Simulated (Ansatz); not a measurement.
Consider the atomization: `F[SiH2][InH2]` → F• + 4 H• + In• + Si•.

Isolated molecules relaxed with PBE0-D4/def2-TZVP in Ansatz; ΔE leaves out vibrations. CBS: MP2 limit from def2 TZ/QZ plus the TZ coupled-cluster correction, frozen cores. This one scheme is used for every species, atoms too. DFT in def2-TZVPP. HSE06 is defined as in plane-wave codes. Open shells (•) are unrestricted, without spin–orbit coupling. Spin–orbit coupling would lower the free atoms: a little for F, Si; strongly for In. def2 core potentials past Kr. For In outer-core shells are correlated without core-valence functions, so the limit isn't a true one: a few kJ/mol of doubt a bond, and 10 to 20 or more in all where bonds break to atoms.

```csv
level,ΔE (eV),difference from CCSD(T)/CBS
revPBE-D4,18.65,-0.83
BLYP-D4,18.95,-0.53
r2SCAN-D4,19.32,-0.16
r2SCANh-D4,19.22,-0.26
HSE06-D4,18.95,-0.53
BHLYP-D4,18.89,-0.59
BLYP,18.70,-0.78
r2SCAN,19.30,-0.18
r2SCANh,19.19,-0.29
CAM-B3LYP,19.32,-0.16
CCSD(T)/def2-SVP,17.84,-1.64
MP2/def2-TZVPP,18.86,-0.62
CCSD(T)/def2-TZVPP,18.97,-0.51
HF/def2-QZVPP,14.47,-5.01
MP2/def2-QZVPP,19.18,-0.30
MP2/CBS(def2),19.38,-0.10
CCSD(T)/CBS,19.48,0
```

Largest T1 diagnostic among the species: 0.015.

The D4 term adds +0.19 eV with B3LYP and +0.10 eV with PBE0; it sums over pairs of atoms, weighted by their polarisabilities, and B3LYP, whose exchange is more repulsive, gets the larger term. From r2SCAN to r2SCAN0 (25 % exact exchange), in def2-TZVPP and without D4, ΔE moves by −0.24 eV: exact exchange takes away binding that semilocal exchange gives to molecules. At CCSD(T), def2-SVP lies −1.64 eV from the extrapolated value and def2-TZVPP −0.51 eV: correlation converges slowly with the basis, and small sets miss more of it in the bonded molecule than in its fragments.

B3LYP here is the variant with VWN-RPA as its local correlation; programs differ in this.

For atomizations the MP2-based limit and the directly extrapolated one differ by several kJ/mol either way, and by 10 to 25 for some Ge, Se and Sn compounds, so smaller differences from it don't rank the levels.
